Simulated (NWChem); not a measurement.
Everything below was run with NWChem. System: HfO₂, charge 0, spin multiplicity 1, at a geometry optimised with B3LYP/def2-SVP with def2 effective core potentials on Hf. The structure started from a generated list of species. Level: G0W0@PBE/def2-SVP with def2 effective core potentials on Hf, RI basis def2-svp-rifit, no spin-orbit coupling.

Input file:

```
start mol
memory heap 200 mb stack 700 mb global 1700 mb
geometry units angstroms nocenter noautoz
  Hf     0.000000     0.000000    -0.193078
  O     -1.443204     0.000000     0.868852
  O      1.443204     0.000000     0.868852
  symmetry group C2v
end
basis spherical
  * library def2-svp
end
ecp
  Hf library def2-ecp
end
basis "ri basis" bse spherical
  * library def2-svp-rifit
end
dft
  xc xpbe96 cpbe96
  iterations 100
  direct
  tolerances tight
end
task dft energy
gw
  states alpha occ 4 vir 2
end
task dft gw
```

Output (cleaned and shortened):

```
             Northwest Computational Chemistry Package (NWChem) 7.3.0
             --------------------------------------------------------

                                NWChem Input Module
                                -------------------

 Scaling coordinates for geometry "geometry" by  1.889725989
 (inverse scale =  0.529177249)

 Turning off AUTOSYM since
 SYMMETRY directive was detected!

                             Geometry "geometry" -> ""
                             -------------------------

 Output coordinates in angstroms (scale by  1.889725989 to convert to a.u.)

  No.       Tag          Charge          X              Y              Z
 ---- ---------------- ---------- -------------- -------------- --------------
    1 Hf                  72.0000     0.00000000     0.00000000    -0.19307800
    2 O                    8.0000    -1.44320400     0.00000000     0.86885200
    3 O                    8.0000     1.44320400     0.00000000     0.86885200

 Effective nuclear repulsion energy (a.u.)     351.9574820040

            Nuclear Dipole moment (a.u.)
            ----------------------------
        X                 Y               Z
 ---------------- ---------------- ----------------
     0.0000000000     0.0000000000     0.0000302356

      Symmetry information
      --------------------

 Group name             C2v
 Group number             16
 Group order               4
 No. of unique centers     2

      Symmetry unique atoms

     1    2


 Summary of "ao basis" -> "" (spherical)
 ------------------------------------------------------------------------------
       Tag                 Description            Shells   Functions and Types
 ---------------- ------------------------------  ------  ---------------------
 *                          def2-svp                  on all atoms

 Summary of "ri basis" -> "" (spherical)
 ------------------------------------------------------------------------------
       Tag                 Description            Shells   Functions and Types
 ---------------- ------------------------------  ------  ---------------------
 *                       def2-svp-rifit               on all atoms

  pbe96 is a nonlocal functional; adding pw91lda local functional.

                                 NWChem DFT Module
                                 -----------------

 Summary of "ao basis" -> "ao basis" (spherical)
 ------------------------------------------------------------------------------
       Tag                 Description            Shells   Functions and Types
 ---------------- ------------------------------  ------  ---------------------
 Hf                         def2-svp                12       32   6s3p2d1f
 O                          def2-svp                 6       14   3s2p1d

 Summary of "ao basis" -> "ao basis" (spherical)
 ------------------------------------------------------------------------------
       Tag                 Description            Shells   Functions and Types
 ---------------- ------------------------------  ------  ---------------------
 Hf                         def2-svp                12       32   6s3p2d1f
 O                          def2-svp                 6       14   3s2p1d

      Symmetry analysis of basis
      --------------------------

        a1         25
        a2          7
        b1         17
        b2         11

            General Information
            -------------------
          SCF calculation type: DFT
          Wavefunction type:  closed shell.
          No. of atoms     :     3
          No. of electrons :    28
           Alpha electrons :    14
            Beta electrons :    14
          Charge           :     0
          Spin multiplicity:     1
          Use of symmetry is: on ; symmetry adaption is: on
          Maximum number of iterations: 100
          This is a Direct SCF calculation.
          AO basis - number of functions:    60
                     number of shells:    24
          Convergence on energy requested:  1.00D-06
          Convergence on density requested:  1.00D-05
          Convergence on gradient requested:  5.00D-04

              XC Information
              --------------
          PerdewBurkeErnzerhof Exchange Functional  1.000
            Perdew 1991 LDA Correlation Functional  1.000 local
           PerdewBurkeErnz. Correlation Functional  1.000 non-local

             Grid Information
             ----------------
          Grid used for XC integration:  medium
          Radial quadrature: Mura-Knowles
          Angular quadrature: Lebedev.
          Tag              B.-S. Rad. Rad. Pts. Rad. Cut. Ang. Pts.
          ---              ---------- --------- --------- ---------
          Hf                  1.55      123           9.0       590
          O                   0.60       49           7.0       434
          Grid pruning is: on
          Number of quadrature shells:   172
          Spatial weights used:  Erf1

          Convergence Information
          -----------------------
          Convergence aids based upon iterative change in
          total energy or number of iterations.
          Levelshifting, if invoked, occurs when the
          HOMO/LUMO gap drops below (HL_TOL):  1.00D-02
          DIIS, if invoked, will attempt to extrapolate
          using up to (NFOCK): 10 stored Fock matrices.

                    Damping( 0%)  Levelshifting(0.5)       DIIS
                  --------------- ------------------- ---------------
          dE  on:    start            ASAP                start
          dE off:    2 iters        100 iters           100 iters
[...]
 LUMO         =      -0.143938

      Symmetry analysis of molecular orbitals - initial
      -------------------------------------------------

  Numbering of irreducible representations:

     1 a1          2 a2          3 b1          4 b2

  Orbital symmetries:

     1 a1          2 b1          3 a1          4 b1          5 a1
     6 b2          7 a1          8 b1          9 a1         10 a2
    11 b1         12 b2         13 a1         14 b1         15 a1
    16 b2         17 a1         18 b1         19 b2         20 a2
    21 a1         22 a1         23 b1         24 a1

   convergence    iter        energy       DeltaE   RMS-Dens  Diis-err    time
 ---------------- ----- ----------------- --------- --------- ---------  ------
 d= 0,ls=0.0,diis     1   -197.6335199304 -2.66D+02  1.07D-01  4.08D+00     0.3
 d= 0,ls=0.0,diis     2   -182.2846319871  1.53D+01  9.46D-02  7.43D+01     0.5
 d= 0,ls=0.0,diis     3   -198.2115918165 -1.59D+01  6.30D-03  3.73D-01     0.7
 d= 0,ls=0.0,diis     4   -198.2216316355 -1.00D-02  1.93D-03  1.89D-01     0.8
 d= 0,ls=0.0,diis     5   -198.2295694792 -7.94D-03  1.93D-03  1.41D-01     1.0
 d= 0,ls=0.0,diis     6   -198.2415000458 -1.19D-02  1.57D-03  3.32D-02     1.2
 d= 0,ls=0.0,diis     7   -198.2450788240 -3.58D-03  9.87D-05  4.96D-05     1.3
 d= 0,ls=0.0,diis     8   -198.2450846769 -5.85D-06  1.54D-05  1.12D-06     1.5
 d= 0,ls=0.0,diis     9   -198.2450847835 -1.07D-07  4.70D-06  1.63D-07     1.7

         Total DFT energy =     -198.245084783482
      One electron energy =     -424.353928214480
           Coulomb energy =      180.696761043030
    Exchange-Corr. energy =      -23.025320974980
 Nuclear repulsion energy =       68.437403362948

 Numeric. integr. density =       27.999998480517

     Total iterative time =      1.5s

                  Occupations of the irreducible representations
                  ----------------------------------------------

                     irrep           alpha         beta
                     --------     --------     --------
                     a1                6.0          6.0
                     a2                1.0          1.0
                     b1                5.0          5.0
                     b2                2.0          2.0

                       DFT Final Molecular Orbital Analysis
                       ------------------------------------

 Vector   12  Occ=2.000000D+00  E=-2.410742D-01  Symmetry=b2
              MO Center= -7.2D-13,  1.4D-14,  7.1D-01, r^2= 2.6D+00
   Bfn.  Coefficient  Atom+Function         Bfn.  Coefficient  Atom+Function
  ----- ------------  ---------------      ----- ------------  ---------------
    37      0.392199  2 O  py                51      0.392199  3 O  py
    17      0.325920  1 Hf d -1              40      0.269726  2 O  py
    54      0.269726  3 O  py                 8     -0.128122  1 Hf py
    14      0.104631  1 Hf py                22      0.082571  1 Hf d -1
    11      0.037374  1 Hf py                26      0.037333  1 Hf f -3

 Vector   13  Occ=2.000000D+00  E=-2.350194D-01  Symmetry=a1
              MO Center= -4.2D-13,  2.2D-14,  5.9D-01, r^2= 3.1D+00
   Bfn.  Coefficient  Atom+Function         Bfn.  Coefficient  Atom+Function
  ----- ------------  ---------------      ----- ------------  ---------------
     5      0.426774  1 Hf s                 36      0.394151  2 O  px
    50     -0.394151  3 O  px                 3     -0.333013  1 Hf s
    39      0.240636  2 O  px                53     -0.240636  3 O  px
    18      0.228031  1 Hf d  0               2      0.191846  1 Hf s
    20      0.191604  1 Hf d  2              35     -0.130288  2 O  s

 Vector   14  Occ=2.000000D+00  E=-1.905371D-01  Symmetry=b1
              MO Center= -3.2D-13, -1.4D-15,  8.4D-01, r^2= 2.7D+00
   Bfn.  Coefficient  Atom+Function         Bfn.  Coefficient  Atom+Function
  ----- ------------  ---------------      ----- ------------  ---------------
    38      0.444074  2 O  pz                52     -0.444074  3 O  pz
    41      0.319887  2 O  pz                55     -0.319887  3 O  pz
     7     -0.180839  1 Hf px                19     -0.100339  1 Hf d  1
    24      0.097295  1 Hf d  1              36      0.087865  2 O  px
    50      0.087865  3 O  px                39      0.069818  2 O  px

 Vector   15  Occ=0.000000D+00  E=-1.497241D-01  Symmetry=a1
              MO Center=  6.3D-15, -1.3D-15, -6.9D-01, r^2= 3.9D+00
   Bfn.  Coefficient  Atom+Function         Bfn.  Coefficient  Atom+Function
  ----- ------------  ---------------      ----- ------------  ---------------
     5      0.581476  1 Hf s                  6      0.488172  1 Hf s
    20     -0.408816  1 Hf d  2               3     -0.340176  1 Hf s
    15     -0.224346  1 Hf pz                 2      0.207386  1 Hf s
     4     -0.206090  1 Hf s                  9      0.155092  1 Hf pz
    18     -0.124445  1 Hf d  0              25     -0.098018  1 Hf d  2

 Vector   16  Occ=0.000000D+00  E=-8.044680D-02  Symmetry=b2
              MO Center= -4.2D-16,  4.1D-14, -6.9D-01, r^2= 4.7D+00
   Bfn.  Coefficient  Atom+Function         Bfn.  Coefficient  Atom+Function
  ----- ------------  ---------------      ----- ------------  ---------------
    17      0.625485  1 Hf d -1              14     -0.543892  1 Hf py
    22      0.279508  1 Hf d -1               8      0.208363  1 Hf py
    40     -0.122173  2 O  py                54     -0.122173  3 O  py
    37     -0.114003  2 O  py                51     -0.114003  3 O  py
    11     -0.099295  1 Hf py                28     -0.025445  1 Hf f -1

 Vector   17  Occ=0.000000D+00  E=-7.421464D-02  Symmetry=a1
              MO Center=  4.2D-15, -6.8D-15, -9.6D-01, r^2= 4.5D+00
   Bfn.  Coefficient  Atom+Function         Bfn.  Coefficient  Atom+Function
  ----- ------------  ---------------      ----- ------------  ---------------
    18     -0.504860  1 Hf d  0              15      0.490869  1 Hf pz
     6     -0.356623  1 Hf s                 20     -0.297838  1 Hf d  2
    23     -0.260918  1 Hf d  0               9     -0.230361  1 Hf pz
    25     -0.204073  1 Hf d  2               5      0.192395  1 Hf s
    39      0.156637  2 O  px                53     -0.156637  3 O  px

 center of mass
 --------------
 x =   0.00000000 y =   0.00000000 z =  -0.06196365

 moments of inertia (a.u.)
 ------------------
         109.380365954208           0.000000000000           0.000000000000
           0.000000000000         347.318973525849           0.000000000000
           0.000000000000           0.000000000000         237.938607571641

     Multipole analysis of the density
     ---------------------------------

     L   x y z        total         alpha         beta         nuclear
     -   - - -        -----         -----         ----         -------
     0   0 0 0      0.000000    -14.000000    -14.000000     28.000000

     1   1 0 0     -0.000000     -0.000000     -0.000000      0.000000
     1   0 1 0     -0.000000     -0.000000     -0.000000      0.000000
     1   0 0 1     -2.815635    -12.353768    -12.353768     21.891901

     2   2 0 0    -31.905107    -75.456135    -75.456135    119.007163
     2   1 1 0      0.000000      0.000000      0.000000      0.000000
     2   1 0 1      0.000000      0.000000      0.000000      0.000000
     2   0 2 0    -19.776196     -9.888098     -9.888098      0.000000
     2   0 1 1     -0.000000     -0.000000     -0.000000      0.000000
     2   0 0 2    -24.839187    -34.784830    -34.784830     44.730474

 Task  times  cpu:        1.7s     wall:        1.7s

                                NWChem Input Module
                                -------------------

                                 NWChem GW Module
                                 ----------------

                             ***********************
                             ***        GW       ***
                             ***********************

 Summary of "ri basis" -> "ri basis" (spherical)
 ------------------------------------------------------------------------------
       Tag                 Description            Shells   Functions and Types
 ---------------- ------------------------------  ------  ---------------------
 Hf                      def2-svp-rifit             32      140   8s8p7d5f3g1h
 O                       def2-svp-rifit             16       48   6s5p4d1f

                 Memory Information
                 ------------------
          Available GA per process is          1700.0 MBs
          Available stack per process is        700.0 MBs
          Available heap per process is           0.1 MBs

          Peak memory in Initialization
              Peak GA per process is                  2.1 MBs
              Peak stack per process is               0.0 MBs
              Peak heap per process is                2.4 MBs
              Memory not in MA per process            0.0 MBs

          Peak memory in AFF Calculation
              Peak GA per process is                  6.0 MBs
              Peak stack per process is               3.2 MBs
              Peak heap per process is                0.0 MBs
              Memory not in MA per process            3.2 MBs

          Computing 2-center integrals
          Computing Inverse Cholesky factor
          Computing 3-center integrals
          Computing V_xc ...

          Computing Sigma_x
          Computing RPA polarizability
          Solving quasiparticle equations

                  Alpha Orbitals
          State     Energy (eV)     Error (eV)
          -----------------------------------
@GW        11         -9.122           0.005
@GW        12         -8.794           0.004
@GW        13         -8.472           0.002
@GW        14         -7.414           0.002
@GW        15         -1.325           0.002
@GW        16          0.729           0.004

   Applying  -2.2295 eV scissor-shift to rest of particle states

   Applying   2.7493 eV scissor-shift to rest of hole states

     GW Timing Statistics
   ------------------------
   Init.   :          0.1s
     ERIs  :          0.1s
     Distr.:          0.0s
     Vxc   :          0.0s
   Sigma_x :          0.0s
   RPA     :          0.1s
   Wmn     :          0.0s
   Sigma_c :          0.0s
   GW total:          0.3s

 Task  times  cpu:        0.3s     wall:        0.3s

 Total times  cpu:        2.0s     wall:        2.0s
```
